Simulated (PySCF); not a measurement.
SMILES OB(O)[SiH2][SiH2]Cl (GFN2-xTB optimised geometry):

```
12

O     -0.387    -1.633    -0.035
B      0.219    -0.429     0.000
O      1.580    -0.429     0.000
Si    -0.972     1.149     0.000
Si    -2.052     1.530    -2.022
Cl    -0.679     1.473    -3.531
H      0.202    -2.391    -0.056
H      2.036     0.410     0.014
H     -2.036     1.093     1.016
H     -0.241     2.391     0.354
H     -3.058     0.537    -2.412
H     -2.702     2.834    -2.173
```

Calculation: PBE0/def2-TZVP (PySCF).

### Question
What are the frontier orbital energies and the dipole moment?

### Answer
HOMO-2 -8.87 eV, HOMO-1 -8.68 eV, HOMO -8.01 eV, LUMO -0.82 eV, LUMO+1 -0.12 eV; dipole moment 1.90 D.

Meta-Löwdin charges at PBE0/def2-TZVP: O1 -0.51, B2 0.28, O3 -0.51, Si4 0.17, Si5 0.46, Cl6 -0.31, H7 0.36, H8 0.37, H9 -0.06, H10 -0.08, H11 -0.08, H12 -0.08.
